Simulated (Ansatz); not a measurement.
Reactions of AlH$_{6}$NOSSi, SMILES `[NH2][Al]([SH])[O][SiH3]`.

Gas-phase electronic energies from Ansatz, PBE0-D4/def2-TZVP geometries. CBS: MP2 limit from def2 TZ/QZ plus the TZ coupled-cluster correction, frozen cores. This one scheme is used for every species, atoms too. Functionals use def2-TZVPP. No spin–orbit coupling; open shells (•) take unrestricted orbitals. Spin–orbit coupling would lower the free atoms: a little for Al, O, S, Si. def2 core potentials past Kr. For Cd outer-core shells are correlated without core-valence functions, so the limit isn't a true one: a few kJ/mol of doubt a bond, and 10 to 20 or more in all where bonds break to atoms. Each species was taken in one conformer, which may not be the lowest.

```csv
reaction,ωB97X-V (eV),LDA (SPW92) (eV)
`[NH2][Al]([SH])[O][SiH3]` → Al• + 6 H• + N• + O• + S• + Si•,39.47,43.99
`[NH2][Al]([SH])[O][SiH3]` + NH₃ → `[NH2][Al]([NH2])[SH]` + `O[SiH3]`,0.80,0.71
`[NH2][Al]([SH])[O][SiH3]` + H–F → `[NH2][Al]([F])[SH]` + `O[SiH3]`,-0.28,-0.28
`[NH2][Al]([SH])[O][SiH3]` + `[OH][Cd][F]` → `[F][Cd][O][SiH3]` + `[NH2][Al]([OH])[SH]`,0.07,0.11
`[NH2][Al]([SH])[O][SiH3]` + H₂O → `[NH2][Al]([OH])[SH]` + `O[SiH3]`,0.28,0.22
```

Question: Give the CCSD(T)/CBS values in the same order. (An estimate is asked.)

Answer: Ansatz gave: 39.40, 0.81, -0.23, 0.09, 0.32 eV.

Largest T1 diagnostic: 0.018, for Al•.
